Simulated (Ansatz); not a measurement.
Other settings, tried on SiHCl₃.

```yaml
crystal:
  periodic: [false, false, false]
  atoms:
    - {symbol: Si, position_ang: [0.000795, -0.001355, 0.118548]}
    - {symbol: H, position_ang: [0.008140, -0.015821, 1.593191]}
    - {symbol: Cl, position_ang: [1.927012, 0.010484, -0.580868]}
    - {symbol: Cl, position_ang: [-0.971739, 1.674424, -0.548481]}
    - {symbol: Cl, position_ang: [-0.964218, -1.667732, -0.582390]}
basis:
  gaussian: {orbitals: def2-SVPD, fitting: {mean_field: cc-pVTZ-jkfit}}
magnetization: {spin_polarized: true, initial_magnetization: 2}
hamiltonian: {xc: {name: revPBE}, dispersion: d3bjatm}
scf: {lower_state_search: full}
output: {forces: true}
```

```sh
$ ansatz run in.yaml --threads 2 --pin off --events-out ev --progress --plain --max-ram 4352MiB
```

Shortened log:

```
Functional definition: revPBE
  name "revPBE"
  cite "Zhang & Yang, Phys. Rev. Lett. 80, 890 (1998) doi:10.1103/PhysRevLett.80.890"
  cite "Perdew, Burke & Ernzerhof, Phys. Rev. Lett. 77, 3865 (1996) doi:10.1103/PhysRevLett.77.3865"
  parameter kappa = 1.245
  parameter beta = 0.06672455060314922
  exchange = pbe_x(kappa = kappa, mu = beta*pi^2/3)
  correlation = pbe_c(beta = beta)
514 factors; integrals over basis functions are off by at most 2.7e-1 eV
mean field evaluation 1: about -45436.2546 eV, gradient 9.6e0 eV
mean field evaluation 2: about -45436.2537 eV, gradient 9.6e0 eV
mean field evaluation 4: about -45436.3551 eV, gradient 9.1e0 eV
mean field evaluation 8: about -45436.9419 eV, gradient 3.1e-1 eV
mean field evaluation 16: about -45436.9426 eV, gradient 3.8e-4 eV
mean field evaluation 32: about -45435.9065 eV, gradient 6.2e0 eV
mean field evaluation 64: about -45436.8879 eV, gradient 2.4e0 eV
mean field evaluation 96: about -45436.3980 eV, gradient 2.7e0 eV
mean field evaluation 128: about -45433.6601 eV, gradient 8.0e0 eV
mean field evaluation 160: about -45436.3824 eV, gradient 1.2e0 eV
mean field evaluation 192: about -45436.4698 eV, gradient 7.1e0 eV
mean field evaluation 224: about -45436.9423 eV, gradient 1.6e-1 eV
mean field evaluation 256: about -45436.9425 eV, gradient 3.8e-2 eV
mean field evaluation 288: about -45436.9426 eV, gradient 3.3e-3 eV
mean field evaluation 320: about -45436.9426 eV, gradient 2.8e-3 eV
mean field evaluation 352: about -45436.9426 eV, gradient 9.1e-4 eV
mean field evaluation 384: about -45436.9426 eV, gradient 3.9e-5 eV
mean field -45436.94255085 eV, -1669.7768404779 hartree, gradient 2.9e-6 eV, S^2 2.002563; 17 other end points of the search recorded, 0 dependent functions left out
the calculation of the forces begins
reference -45436.94260567 eV, -1669.7768424925 hartree; 34, 32 occupied and 79, 81 virtual orbitals, 514 factors
Total energy: -45437.34779860 eV, -1669.7917330582 hartree
Atom 0 at     0.000795    -0.001355     0.118548 Å, force     0.004319    -0.011836     1.462200 eV/Å
Atom 1 at     0.008140    -0.015821     1.593191 Å, force     0.003620    -0.008697     1.014621 eV/Å
Atom 2 at     1.927012     0.010484    -0.580868 Å, force     3.944827     0.020248    -0.848681 eV/Å
Atom 3 at    -0.971739     1.674424    -0.548481 Å, force    -1.980889     3.411028    -0.777909 eV/Å
Atom 4 at    -0.964218    -1.667732    -0.582390 Å, force    -1.971878    -3.410744    -0.850232 eV/Å
Dipole moment:     0.000178    -0.000763     0.111109 e Å
```

Run time 34 s (2 threads of Arm Neoverse V1 on a shared host).
